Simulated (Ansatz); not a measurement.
## Abstraction of F: BCl2F + C3H4B → BCl2 + C3H4BF

Species: BCl2F (dichlorofluoroborane) `FB(Cl)Cl`, singlet; C3H4B `C#C[B]C`, doublet; BCl2 `Cl[B]Cl`, doublet; C3H4BF `C#CB(C)F`, singlet. A radical takes F: the energy is the difference in strength between two B–F bonds in different surroundings.

Shapes, held fixed at every level: PBE0-D4/def2-TZVP. Programs: Ansatz 0.2.0. The zero-point and thermal change to 298 K, harmonic and unscaled (PBE0-D4/def2-TZVP), is +3.5 kJ/mol.

```
                level           kind  ΔH(298 K) (kJ/mol)
          HF/def2-SVP   Hartree–Fock                +5.7
     SPW92/def2-TZVPP            LDA               +21.0
    PBE-D4/def2-TZVPP            GGA               +16.2
 r2SCAN-D4/def2-TZVPP       meta-GGA               +16.0
   PBE0-D4/def2-TZVPP  global hybrid               +12.9
r2SCAN0-D4/def2-TZVPP  global hybrid               +12.7
    B2PLYP/def2-TZVPP  double hybrid                +6.3
```

B2PLYP/def2-TZVPP gives ΔH(298 K) = +6.3 kJ/mol; the levels span +5.7 to +21.0. The median of the levels is +12.9. No measured value is set beside it here. Spin contamination: C3H4B (⟨S²⟩ up to 0.91). Open shells run unrestricted.
